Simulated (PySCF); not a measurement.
C$_{3}$H$_{7}$O, charge -1, singlet, at a GFN2-xTB geometry (in this run its highest filled SCF level lies above zero, so its values depend strongly on the basis, on diffuse functions most of all), with bond 7-3 at 1.25 times its length; PBE0/3-21G (PySCF).

Input for PySCF:
```python
from pyscf import gto, scf, dft

mol = gto.Mole()
mol.atom = '''
    O     0.03611404   -0.77593725    0.00088671
    C     0.02606095    0.60066436   -0.00046830
    C     1.38198523   -1.38415851    0.00690185
    C    -1.40696629    1.14758787   -0.00677684
    H     0.56020300    1.00696541    0.89188748
    H     0.56739495    1.00526473   -0.88925576
    H     2.06613211   -0.78629330   -1.10205617
    H     1.92212424   -0.90416885    0.89754425
    H    -1.93120833    0.78992516   -0.89091279
    H    -1.93833386    0.79161013    0.87377814
    H    -1.40487439    2.23920543   -0.00781069
'''
mol.basis = '3-21g'
mol.charge = -1
mol.verbose = 4
mol.build()

mf = dft.RKS(mol)
mf.xc = 'pbe0'
mf.kernel()
mo_i, mo_e, stable_i, stable_e = mf.stability(internal=True, external=True, return_status=True, nroots=6, tol=1e-6)
print('internally stable:', stable_i, ' externally stable:', stable_e)
if not stable_e:
    umf = mf.to_uhf() if not hasattr(mf, 'xc') else mf.to_uks()
    umf.scf_summary = {}
    umf.kernel(umf.make_rdm1(mo_e, umf.mo_occ))
```

Output, abridged:

```
PySCF version 2.14.0

[INPUT] verbose = 4
[INPUT] num. atoms = 11
[INPUT] num. electrons = 34
[INPUT] charge = -1
[INPUT] spin (= nelec alpha-beta = 2S) = 0
[INPUT] symmetry False subgroup None
[INPUT] Mole.unit = angstrom
[INPUT] Symbol           X                Y                Z      unit          X                Y                Z       unit  Magmom
[INPUT]  1 O      0.036114040000  -0.775937250000   0.000886710000 AA    0.068245644852  -1.466308892348   0.001675639052 Bohr   0.0
[INPUT]  2 C      0.026060950000   0.600664360000  -0.000468300000 AA    0.049248058046   1.135091133187  -0.000884958744 Bohr   0.0
[INPUT]  3 C      1.381985230000  -1.384158510000   0.006901850000 AA    2.611573592894  -2.615680496886   0.013042606253 Bohr   0.0
[INPUT]  4 C     -1.406966290000   1.147587870000  -0.006776840000 AA   -2.658780954595   2.168626778173  -0.012806371590 Bohr   0.0
[INPUT]  5 H      0.560203000000   1.006965410000   0.891887480000 AA    1.058630244160   1.902888841810   1.685423071128 Bohr   0.0
[INPUT]  6 H      0.567394950000   1.005264730000  -0.889255760000 AA    1.072221059961   1.899675022385  -1.680449841092 Bohr   0.0
[INPUT]  7 H      2.066132110000  -0.786293300000  -1.102056170000 AA    3.904423825070  -1.485878990580  -2.082584335187 Bohr   0.0
[INPUT]  8 H      1.922124240000  -0.904168850000   0.897544250000 AA    3.632288390988  -1.708631496863   1.696112817178 Bohr   0.0
[INPUT]  9 H     -1.931208330000   0.789925160000  -0.890912790000 AA   -3.649454833179   1.492742211303  -1.683581173972 Bohr   0.0
[INPUT] 10 H     -1.938333860000   0.791610130000   0.873778140000 AA   -3.662920133371   1.495926343131   1.651201378232 Bohr   0.0
[INPUT] 11 H     -1.404874390000   2.239205430000  -0.007810690000 AA   -2.654827836515   4.231484999339  -0.014760064944 Bohr   0.0

nuclear repulsion = 123.510413850142
number of shells = 34
number of NR pGTOs = 81
number of NR cGTOs = 50
basis = 3-21g
ecp = {}

******** <class 'pyscf.dft.rks.RKS'> ********
method = RKS
initial guess = minao
damping factor = 0
level_shift factor = 0
DIIS = <class 'pyscf.scf.diis.CDIIS'>
diis_start_cycle = 1
diis_space = 8
diis_damp = 0
SCF conv_tol = 1e-09
SCF conv_tol_grad = None
SCF max_cycles = 50
direct_scf = True
direct_scf_tol = 1e-13
XC library pyscf.dft.libxc version 7.1.2
    S. Lehtola, C. Steigemann, M. J. T. Oliveira, and M. A. L. Marques,  SoftwareX 7, 1–5 (2018)
XC functionals = pbe0
    C. Adamo and V. Barone,  J. Chem. Phys. 110, 6158 (1999)
    M. Ernzerhof and G. E. Scuseria,  J. Chem. Phys. 110, 5029 (1999)
radial grids:
    Treutler-Ahlrichs [JCP 102, 346 (1995); DOI:10.1063/1.469408] (M4) radial grids

becke partition: Becke, JCP 88, 2547 (1988); DOI:10.1063/1.454033
pruning grids: <function nwchem_prune>
grids dens level: 3
symmetrized grids: False
atomic radii adjust function: <function treutler_atomic_radii_adjust>
small_rho_cutoff = 0
Set gradient conv threshold to 3.16228e-05
Initial guess from minao.
tot grids = 125096
init E= -192.30974541549
cycle= 1 E= -192.21855232762  delta_E= 0.0912  |g|= 0.619  |ddm|= 2.96
cycle= 2 E= -192.097019243373  delta_E= 0.122  |g|= 0.997  |ddm|= 2.69
cycle= 3 E= -192.313560215277  delta_E= -0.217  |g|= 0.0886  |ddm|= 1.75
cycle= 4 E= -192.314974893307  delta_E= -0.00141  |g|= 0.0386  |ddm|= 0.123
cycle= 5 E= -192.315338461386  delta_E= -0.000364  |g|= 0.00541  |ddm|= 0.0425
cycle= 6 E= -192.315346871051  delta_E= -8.41e-06  |g|= 0.00214  |ddm|= 0.0133
cycle= 7 E= -192.315348116755  delta_E= -1.25e-06  |g|= 0.000224  |ddm|= 0.00334
cycle= 8 E= -192.31534814319  delta_E= -2.64e-08  |g|= 4.57e-05  |ddm|= 0.000951
cycle= 9 E= -192.315348144256  delta_E= -1.07e-09  |g|= 1.77e-05  |ddm|= 0.000193
cycle= 10 E= -192.315348144361  delta_E= -1.05e-10  |g|= 6.92e-06  |ddm|= 4.62e-05
Extra cycle  E= -192.315348144362  delta_E= -1.53e-12  |g|= 7.12e-06  |ddm|= 1.86e-05
converged SCF energy = -192.315348144362
rhf_internal: lowest eigs of H = [0.64454698 0.75537763 0.81744895 0.82103413 0.95578309 1.02768536]
<class 'pyscf.dft.rks.RKS'> wavefunction is stable in the internal stability analysis
rhf_real2complex: lowest eigs of H = [0.15024317 0.16640891 0.19590671 0.20252398 0.22429747 0.25152323]
<class 'pyscf.dft.rks.RKS'> wavefunction is stable in the real -> complex stability analysis
rhf_external: lowest eigs of H = [0.10287305 0.14948374 0.17615244 0.18680942 0.20437487 0.21295682]
<class 'pyscf.dft.rks.RKS'> wavefunction is stable in the RHF/RKS -> UHF/UKS stability analysis
internally stable: True  externally stable: True
```
